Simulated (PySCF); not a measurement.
Computed IR spectrum (relative IR intensity) of a molecule C4H10O. The structure is a stationary point at PBE0-D3(BJ)/def2-SVP. One conformer was computed; it need not be the lowest. Method: PBE0-D3(BJ)/def2-SVP in PySCF. Frequencies are harmonic and unscaled.

ν (cm⁻¹): 381 (vw), 863 (vw), 1076 (w), 1105 (w), 1125 (vw), 1179 (w), 1197 (m), 1234 (vs), 1330 (m), 1413 (m), 1434 (w), 1451 (vw), 1458 (vw), 1512 (vw), 2977 (m), 2992 (m), 3023 (m), 3060 (w), 3065 (w), 3107 (w), 3156 (w), 3161 (w), 3166 (m) (against the strongest line: vs over 80 %, s over 45 %, m over 15 %, w over 4 %, vw less)

**Question.** Which structure fits?
A. CC[C@H](C)O
B. CC(C)(C)O
C. CCOCC
D. CCCCO

**Answer.** C, CCOCC
